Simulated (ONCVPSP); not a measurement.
# Building the ONCV potential for Hg (LDA (Perdew-Wang 92), scalar-relativistic).

mercury, optimised norm-conserving Vanderbilt (ONCV), made with ONCVPSP 4.0.1 (LDA (Perdew-Wang 92), scalar-relativistic). Core [Kr] 4d10, reference 4f14 5s2 5p6 5d10 6s1.75 6p0.25. Waves: 5s+6s: rc 1.60 bohr, ncon 3, nbas 7, qcut 5.9 1/bohr, 2 projectors; 5p+6p: rc 1.35 bohr, ncon 4, nbas 7, qcut 8.2 1/bohr, 3 projectors, debl 3.1 Ha; 5d: rc 1.95 bohr, ncon 5, nbas 10, qcut 9.2 1/bohr, 3 projectors, debl 0.3 Ha; 4f: rc 0.90 bohr, ncon 4, nbas 8, qcut 19.4 1/bohr, 2 projectors, debl 2.1 Ha. Local part: polynomial inside 0.60 bohr (lpopt 5, dvloc0 4 Ha). Core correction: Teter function, parameters optimised by the program.

In the d channel the program set the typed energies aside and used -0.391, 0.250, 0.550 Ha. In the f channel the program set the typed energies aside and used -3.562, 0.250 Ha.

All-electron outer shells of the reference configuration (LDA (PZ), scalar-relativistic, ld1.x):

| shell | level (eV) | outermost node (bohr) | outermost maximum (bohr) |
| --- | --- | --- | --- |
| 4p | -576.75 | 0.22 | 0.39 |
| 4d | -349.29 | 0.20 | 0.40 |
| 5s | -119.16 | 0.47 | 0.82 |
| 4f | -96.93 | – | 0.37 |
| 5p | -67.36 | 0.51 | 0.92 |
| 5d | -10.64 | 0.55 | 1.17 |
| 6s | -7.57 | 1.08 | 2.18 |
| 6p | -1.53 | 1.27 | 3.22 |

Problem. Estimate the cutoffs (Ha) at which the residual kinetic energy of the hardest occupied pseudo-wave falls to 1 and 0.1 mHa per electron.

Solution. 167 Ha and 180 Ha.

Problem. Does the potential have ghost states?

Solution. Ghosts flagged at negative energy: s at -548.5 eV; GHOST(+) flagged for p at 143.5 eV, d at 398.1 eV. A true bound ghost makes a file unfit for plane-wave use.

Problem. Which valence shell sets the plane-wave cutoff?

Solution. 4f: 167 Ha for 1 mHa per electron, against 30 Ha for 5p.

Its largest configuration-test error is -4.3 meV (4f14 5s2 5p6 5d10 6s1 6p0). 2 of 4 tests not solved or not reliable.
